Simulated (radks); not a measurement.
Question: These are the eigenvalues of the occupied orbitals of an atom or ion with whole-number occupations (Ry). All-electron calculation, Dirac Kohn-Sham, PBE, spin-unpolarised, spherical densities, finite nucleus; Fermi nuclear charge, rms radius of each element as measured or else 0.836 A^(1/3) + 0.57 fm. Program: a radial shooting solver on a logarithmic mesh with Libxc functionals.

| orbital | eigenvalue |
|---|---|
| 1s1/2 | -1456.676 |
| 2s1/2 | -206.1006 |
| 2p1/2 | -189.6397 |
| 2p3/2 | -181.8075 |
| 3s1/2 | -35.48262 |
| 3p1/2 | -29.21830 |
| 3p3/2 | -27.92888 |
| 3d3/2 | -16.85620 |
| 3d5/2 | -16.61211 |
| 4s1/2 | -5.21582 |
| 4p1/2 | -3.44399 |
| 4p3/2 | -3.26233 |
| 4d3/2 | -0.76984 |
| 4d5/2 | -0.75410 |

Which element is it, and in what charge state? The configuration may be excited. Open shells, if any, fill j = l - 1/2 first.

Answer: Z = 42, molybdenum, charge +1: Mo+ in [Kr] 4d5. The list shows which subshells hold electrons but not how many an open one holds; the 1s level, -728.34 hartree, gives Z - s = 38.2 by -(Z - s)^2/2, which with screening and relativity narrows Z to a few neighbours, and the depths of the outer levels then fix element, charge and occupations together.
